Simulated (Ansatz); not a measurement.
A run on C$_{3}$H$_{6}$Zn with other settings.

```yaml
crystal:
  periodic: [false, false, false]
  atoms:
    - {symbol: C, position_ang: [-0.968299, 0.631469, -0.337845]}
    - {symbol: C, position_ang: [-0.273073, -0.326287, 0.565060]}
    - {symbol: C, position_ang: [0.994536, -0.233067, 0.943821]}
    - {symbol: Zn, position_ang: [1.606481, -1.211244, -2.568046]}
    - {symbol: H, position_ang: [-1.320549, 0.127172, -1.244451]}
    - {symbol: H, position_ang: [-1.852299, 1.058596, 0.145672]}
    - {symbol: H, position_ang: [-0.310174, 1.449244, -0.637471]}
    - {symbol: H, position_ang: [-0.865077, -1.166686, 0.922659]}
    - {symbol: H, position_ang: [1.446931, -0.967842, 1.599526]}
    - {symbol: H, position_ang: [1.624524, 0.587545, 0.614077]}
basis:
  gaussian: {orbitals: pcseg-2}
total_charge: 1
magnetization: {spin_polarized: true, initial_magnetization: 1}
hamiltonian: {xc: {name: B97}}
output: {forces: true}
```

```sh
$ ansatz run in.yaml --threads 4 --pin off --events-out ev --progress --plain --max-ram 10444MiB
```

Output, abridged:

```
Functional definition: B97
1283 factors; their error is unknown
mean field evaluation 1: about -51575.3183 eV, gradient 7.8e1 eV
mean field evaluation 2: about -51170.2749 eV, gradient 1.9e2 eV
mean field evaluation 4: about -51614.6266 eV, gradient 3.0e1 eV
mean field evaluation 8: about -51618.4206 eV, gradient 2.5e0 eV
mean field evaluation 16: about -51618.6367 eV, gradient 6.1e-3 eV
mean field -51618.63671665 eV, -1896.9499109683 hartree, gradient 6.2e-5 eV, S^2 0.752533; 1 other end points of the search recorded, 0 dependent functions left out
reference -51618.63674904 eV, -1896.9499121586 hartree; 27, 26 occupied and 203, 204 virtual orbitals, 1283 factors
Total energy: -51618.63674904 eV, -1896.9499121586 hartree
Atom 0 at    -0.968299     0.631469    -0.337845 Å, force     0.181178     0.202590    -0.047431 eV/Å
Atom 1 at    -0.273073    -0.326287     0.565060 Å, force    -2.071288    -0.293086    -0.916797 eV/Å
Atom 2 at     0.994536    -0.233067     0.943821 Å, force     2.163483     0.001249     0.266252 eV/Å
Atom 3 at     1.606481    -1.211244    -2.568046 Å, force     0.004416    -0.005735     0.296486 eV/Å
Atom 4 at    -1.320549     0.127172    -1.244451 Å, force    -0.181671    -0.019107     0.114900 eV/Å
Atom 5 at    -1.852299     1.058596     0.145672 Å, force    -0.056930    -0.075978     0.024850 eV/Å
Atom 6 at    -0.310174     1.449244    -0.637471 Å, force    -0.018283     0.045878     0.017756 eV/Å
Atom 7 at    -0.865077    -1.166686     0.922659 Å, force    -0.019559     0.037108     0.080426 eV/Å
Atom 8 at     1.446931    -0.967842     1.599526 Å, force     0.016559     0.013623     0.024560 eV/Å
Atom 9 at     1.624524     0.587545     0.614077 Å, force    -0.017905     0.093458     0.138999 eV/Å
Dipole moment:     0.074463    -0.091117    -0.095217 e Å
```

It took 19 s on 4 threads of an Arm Neoverse V1 on a shared host, with 0.81 GiB of host memory at the peak.
